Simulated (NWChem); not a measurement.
# TiH4S3; SMILES [SH][TiH]([SH])[SH]

```xyz
8

Ti    -0.0285     0.0056     0.3725
H      0.0064    -0.0464     2.0496
S     -0.4538     2.1534    -0.1891
H      0.6830     2.1334    -0.9306
S     -1.6598    -1.4137    -0.2319
H     -0.9456    -2.3192     0.4922
S      2.0149    -0.7421    -0.2354
H      2.4617     0.1466     0.6948
```
Atoms are numbered in this order, from 1.

Computed with NWChem. Structure relaxed at the PBE0/def2-SVP level. Ions are spin-unrestricted doublets at the neutral geometry; other ion states weren't tried.

For level PBE/def2-SVP:

- vertical ionisation energy, ΔSCF (eV): 9.41
- −ε(HOMO) (eV): 6.78

Task: Estimate the same quantities for level CAM-B3LYP/def2-SVP.

Result: 
| Item | Value |
|---|---|
| vertical ionisation energy, ΔSCF (eV) | 10.01 |
| −ε(HOMO) (eV) | 9.21 |
